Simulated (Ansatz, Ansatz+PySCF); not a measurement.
```json
{"atom": "H", "x (Å)": "0.0000", "y (Å)": "0.0000", "z (Å)": "-1.3391"}
{"atom": "Be", "x (Å)": "0.0000", "y (Å)": "0.0000", "z (Å)": "0.0000"}
{"atom": "H", "x (Å)": "0.0000", "y (Å)": "0.0000", "z (Å)": "1.3391"}
```

Basis set: def2-SVP (spherical functions). All electrons are correlated. Charge 0, multiplicity 1.

Computed with Ansatz (development build ahead of 0.2.0); each method stands on the lowest determinant of its kind that the runs found. Restricted open shells among the atoms or ions are ROHF, correlated in semicanonical orbitals with singles. Restricted functionals stand beside restricted open-shell atoms, which can lie above the unrestricted atoms usual in DFT and then raise those values.

Give the atomization energy at this shape (free ground-state atoms in the same class of orbitals less the molecule, no zero-point energy) of singlet BeH₂ by ωB97X (restricted), r²SCAN (restricted), PBE0 (restricted), PBE (restricted), RHF-CCSD(T), RHF-MP2, UHF-MP2, RHF.

```json
{"method": "ωB97X (restricted)", "atomization energy": "6.62 eV"}
{"method": "r²SCAN (restricted)", "atomization energy": "6.63 eV"}
{"method": "PBE0 (restricted)", "atomization energy": "6.43 eV"}
{"method": "PBE (restricted)", "atomization energy": "6.39 eV"}
{"method": "RHF-CCSD(T)", "atomization energy": "5.85 eV"}
{"method": "RHF-MP2", "atomization energy": "6.06 eV"}
{"method": "UHF-MP2", "atomization energy": "6.16 eV"}
{"method": "RHF", "atomization energy": "5.48 eV"}
```
